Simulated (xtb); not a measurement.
xtb input (GFN2-xTB):

```bash
xtb mol.xyz --gfn 2 --sp --chrg 0 --uhf 0
```
mol.xyz:
```
2

Cs    -0.00000000    -0.00000000    -0.69879311
Cl     0.00000000     0.00000000     2.26080125
```

End of the output:

```
         :::::::::::::::::::::::::::::::::::::::::::::::::::::
         ::                     SUMMARY                     ::
         :::::::::::::::::::::::::::::::::::::::::::::::::::::
         :: total energy              -4.797040895604 Eh    ::
         :: gradient norm              0.003743396931 Eh/a0 ::
         :: HOMO-LUMO gap              1.763587259816 eV    ::
         ::.................................................::
         :: SCC energy                -4.797672861468 Eh    ::
         :: -> isotropic ES            0.082712739314 Eh    ::
         :: -> anisotropic ES          0.002998395068 Eh    ::
         :: -> anisotropic XC         -0.000016733029 Eh    ::
         :: -> dispersion             -0.000557547083 Eh    ::
         :: repulsion energy           0.000631965864 Eh    ::
         :: add. restraining           0.000000000000 Eh    ::
         :: total charge               0.000000000000 e     ::
         :::::::::::::::::::::::::::::::::::::::::::::::::::::

           -------------------------------------------------
          |                Property Printout                |
           -------------------------------------------------

    * Orbital Energies and Occupations

         #    Occupation            Energy/Eh            Energy/eV
      -------------------------------------------------------------
         1        2.0000           -0.9673855             -26.3239
         2        2.0000           -0.3641360              -9.9086
         3        2.0000           -0.3521465              -9.5824
         4        2.0000           -0.3521465              -9.5824 (HOMO)
         5                         -0.2873358              -7.8188 (LUMO)
         6                         -0.1385159              -3.7692
         7                         -0.1385159              -3.7692
         8                          0.0413989               1.1265
         9                          0.1293923               3.5209
        10                          0.1300173               3.5380
        11                          0.1300173               3.5380
        12                          0.1324423               3.6039
        13                          0.1324423               3.6039
      -------------------------------------------------------------
                  HL-Gap            0.0648106 Eh            1.7636 eV
             Fermi-level           -0.3192835 Eh           -8.6881 eV

     #   Z          covCN         q      C6AA      α(0)
Note: The following floating-point exceptions are signalling: IEEE_UNDERFLOW_FLAG IEEE_DENORMAL
normal termination of xtb
     1  55 Cs       0.671     0.634   597.030    86.160
     2  17 Cl       0.671    -0.634   120.138    16.762

 Mol. C6AA /au·bohr⁶  :       1172.205773
 Mol. C8AA /au·bohr⁸  :     278716.774958
 Mol. α(0) /au        :        102.922169

Wiberg/Mayer (AO) data.
largest (>0.10) Wiberg bond orders for each atom

 ---------------------------------------------------------------------------
     #   Z sym  total        # sym  WBO       # sym  WBO       # sym  WBO
 ---------------------------------------------------------------------------
     1  55 Cs   0.648 --     2 Cl   0.648
     2  17 Cl   0.648 --     1 Cs   0.648
 ---------------------------------------------------------------------------

Topologies differ in total number of bonds
Writing topology from bond orders to xtbtopo.mol

molecular dipole:
                 x           y           z       tot (Debye)
 q only:        0.000       0.000      -3.543
   full:       -0.000      -0.000      -3.564       9.059
molecular quadrupole (traceless):
                xx          xy          yy          xz          yz          zz
 q only:        5.229       0.000       5.229       0.000       0.000     -10.459
  q+dip:        4.517       0.000       4.517       0.000      -0.000      -9.035
   full:        5.092      -0.000       5.092      -0.000      -0.000     -10.184

           -------------------------------------------------
          | TOTAL ENERGY               -4.797040895604 Eh   |
          | GRADIENT NORM               0.003743396931 Eh/α |
          | HOMO-LUMO GAP               1.763587259816 eV   |
           -------------------------------------------------

------------------------------------------------------------------------
------------------------------------------------------------------------
 total:
 SCF:
```
